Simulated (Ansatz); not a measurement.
```yaml
crystal:
  periodic: [false, false, false]
  atoms:
    - {symbol: F, position_ang: [1.101112, -1.142811, 1.249265]}
    - {symbol: C, position_ang: [0.821115, -0.248915, 0.265223]}
    - {symbol: Cl, position_ang: [2.257366, -0.236597, -0.830274]}
    - {symbol: C, position_ang: [-0.480955, -0.613040, -0.475206]}
    - {symbol: Al, position_ang: [-0.978057, 1.140403, 0.202830]}
    - {symbol: O, position_ang: [0.644213, 0.994571, 0.819936]}
    - {symbol: H, position_ang: [-0.933794, -1.507522, -0.048749]}
    - {symbol: H, position_ang: [-0.342011, -0.755996, -1.543885]}
    - {symbol: H, position_ang: [-2.000390, 2.323607, 0.343860]}
basis:
  gaussian: {orbitals: def2-mTZVPP}
total_charge: -3
magnetization: {spin_polarized: true, initial_magnetization: 1}
hamiltonian: {xc: {name: PBE0}, dispersion: d3bj}
```

```sh
$ ansatz run in.yaml --threads 4 --pin off --events-out ev --progress --plain --max-ram 10444MiB
```

It prints (some lines left out):

```
Functional definition: PBE0
1378 factors; their error is unknown
mean field evaluation 1: about -25898.7061 eV, gradient 1.3e2 eV
mean field evaluation 2: about -25577.3732 eV, gradient 2.8e2 eV
mean field evaluation 4: about -25955.3055 eV, gradient 6.6e1 eV
mean field evaluation 8: about -25979.5138 eV, gradient 1.4e0 eV
mean field evaluation 16: about -25979.6804 eV, gradient 1.7e-1 eV
mean field evaluation 32: about -25979.6810 eV, gradient 3.3e-4 eV
mean field -25979.68096356 eV, -954.7356657508 hartree, gradient 9.9e-6 eV, S^2 1.351908; 10 other end points of the search recorded, 0 dependent functions left out
reference -25979.68099265 eV, -954.7356668197 hartree; 33, 32 occupied and 117, 118 virtual orbitals, 1378 factors
Total energy: -25979.87065129 eV, -954.7426366460 hartree
```

Question: What is wrong with this run?

Answer: The charge is far from anything that the molecule holds. The calculation finished and met its thresholds. The result belongs to that input, not to the molecule as meant.
